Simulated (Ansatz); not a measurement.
All numbers were calculated with Ansatz.

BGeH8NSi (`N[B]([SiH3])[GeH3]`) at its PBE0-D4/def2-TZVP geometry, where that method's forces vanish. The species carries charge 0 and has multiplicity 1.

```
atom   x (Å)   y (Å)   z (Å)
  N1  -0.998  -1.294   0.605
  B2  -0.223  -0.247   0.131
 Si3  -0.924   1.642   0.234
 Ge4   1.634  -0.690  -0.668
  H5  -0.706  -2.259   0.583
  H6  -1.913  -1.167   1.009
  H7  -1.015   2.251  -1.124
  H8  -0.016   2.504   1.043
  H9  -2.283   1.704   0.853
 H10   1.749  -0.250  -2.140
 H11   1.922  -2.210  -0.621
 H12   2.773   0.014   0.094
```

Task: For each bond, give half the difference of the two atoms' forces along it (eV/Å; positive pushes the atoms apart) under PBE-D4, r2SCAN-D4, B3LYP-D4, ωB97M-V in def2-TZVPP. (An estimate is asked.)

Result: The calculation gave: 
```json
{"bond": "N1–B2", "length (Å)": "1.386", "PBE-D4": "0.14", "r2SCAN-D4": "0.16", "B3LYP-D4": "0.05", "ωB97M-V": "0.12"}
{"bond": "N1–H5", "length (Å)": "1.009", "PBE-D4": "0.20", "r2SCAN-D4": "-0.02", "B3LYP-D4": "-0.02", "ωB97M-V": "-0.05"}
{"bond": "N1–H6", "length (Å)": "1.009", "PBE-D4": "0.20", "r2SCAN-D4": "-0.02", "B3LYP-D4": "-0.01", "ωB97M-V": "-0.06"}
{"bond": "B2–Si3", "length (Å)": "2.017", "PBE-D4": "-0.16", "r2SCAN-D4": "-0.04", "B3LYP-D4": "0.01", "ωB97M-V": "0.02"}
{"bond": "B2–Ge4", "length (Å)": "2.070", "PBE-D4": "-0.13", "r2SCAN-D4": "-0.04", "B3LYP-D4": "0.06", "ωB97M-V": "0.02"}
{"bond": "Si3–H7", "length (Å)": "1.491", "PBE-D4": "0.10", "r2SCAN-D4": "-0.01", "B3LYP-D4": "-0.07", "ωB97M-V": "-0.11"}
{"bond": "Si3–H8", "length (Å)": "1.491", "PBE-D4": "0.10", "r2SCAN-D4": "-0.01", "B3LYP-D4": "-0.07", "ωB97M-V": "-0.11"}
{"bond": "Si3–H9", "length (Å)": "1.495", "PBE-D4": "0.10", "r2SCAN-D4": "-0.01", "B3LYP-D4": "-0.06", "ωB97M-V": "-0.10"}
{"bond": "Ge4–H10", "length (Å)": "1.541", "PBE-D4": "0.09", "r2SCAN-D4": "-0.04", "B3LYP-D4": "-0.01", "ωB97M-V": "-0.07"}
{"bond": "Ge4–H11", "length (Å)": "1.547", "PBE-D4": "0.10", "r2SCAN-D4": "-0.04", "B3LYP-D4": "-0.01", "ωB97M-V": "-0.07"}
{"bond": "Ge4–H12", "length (Å)": "1.541", "PBE-D4": "0.09", "r2SCAN-D4": "-0.04", "B3LYP-D4": "-0.01", "ωB97M-V": "-0.07"}
```

B3LYP here is the variant with VWN-RPA as its local correlation; programs differ in this.
